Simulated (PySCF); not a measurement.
Compound: CH11GeNSi2.
Geometry (PBE0-D3(BJ)/def2-SVP, Å), atoms numbered from 1 in this order:
```
atom  x, y, z in Å
Si1    1.8059    0.1604    1.0888
C2     1.4643   -1.1064   -0.2623
Ge3    0.1815   -0.4530   -1.5824
N4    -1.0335    0.6357   -0.7172
Si5   -2.1921    0.1541    0.4792
H6     0.6511    0.2676    2.0298
H7     3.0116   -0.2395    1.8815
H8     2.0737    1.5053    0.4917
H9     2.4039   -1.3546   -0.7834
H10    1.0902   -2.0388    0.1903
H11   -0.5343   -1.6256   -2.2884
H12    0.8818    0.4452   -2.6200
H13   -1.1278    1.5623   -1.1214
H14   -3.5924    0.0366   -0.0453
H15   -1.7663   -1.1932    0.9695
H16   -2.2323    1.1118    1.6285
```

Computed with delta-SCF UKS SCAN, pcX-2 on the ionised atom, pcseg-1 elsewhere, spin-free X2C in PySCF. Each binding energy is the total energy of the core-ionised species, with the hole localised on one atom, minus that of the ground state; both are solved self-consistently, so orbital relaxation is included.

Some binding energies are withheld.

| atom(s) | bonded to | level | binding energy (eV) |
| --- | --- | --- | --- |
| C2 | 2 H, Ge and Si | C 1s | 289.87 |
| N4 | H, Ge and Si | N 1s | 403.85 |
| Si1 | C and 3 H | Si 1s | 1846.26 |
| Si5 | N and 3 H | Si 1s | ? |
| Si1 | C and 3 H | Si 2p3/2 | ? |
| Si5 | N and 3 H | Si 2p3/2 | ? |

(1) What is the Si 1s binding energy of Si5?

(2) What is the Si 2p3/2 binding energy of Si5?

(3) What is the Si 2p3/2 binding energy of Si1?

Answers

(1) 1846.69 eV (SiH3 silicon). The other listed Si 1s value is that of Si1; the shift against it is +0.43 eV.

(2) 106.81 eV (SiH3 silicon), with 2p1/2 at 107.43 eV.

(3) 106.47 eV (SiH3 silicon), with 2p1/2 at 107.09 eV.

Lowest listed Si 1s: Si1, bonded to C and 3 H. Highest, 0.43 eV above it: Si5, bonded to N and 3 H. Summing the Pauling electronegativity differences to the bonded atoms, each weighted by its formal bond order, gives +1.55 for the lowest site and +2.04 for the highest.

Which effective nuclear charge Zeff reproduces each element's mean 1s value in the hydrogen-like formula E = 13.606 eV × Zeff²?

C (Z = 6): mean 289.9 eV, Zeff = 4.62, Z − Zeff = 1.38; N (Z = 7): mean 403.8 eV, Zeff = 5.45, Z − Zeff = 1.55; Si (Z = 14): mean 1846.5 eV, Zeff = 11.65, Z − Zeff = 2.35. Means run over the listed sites, weighted by atom count.

The 2p values aren't plain energy differences: one relaxed spin-free 2p hole is combined with a matrix within the shell (ground-state 2p orbital-energy differences and spin–orbit coupling). 2p3/2, the mean of its two sublevels, lies a third of the splitting below the shell's mean and 2p1/2 two thirds above it; the statistical areas are 2:1. 2p1/2 minus 2p3/2 (ligand field included): Si 0.62 eV. No level of germanium is listed. Isolated species at its PBE0-D3(BJ)/def2-SVP geometry (one conformer only).
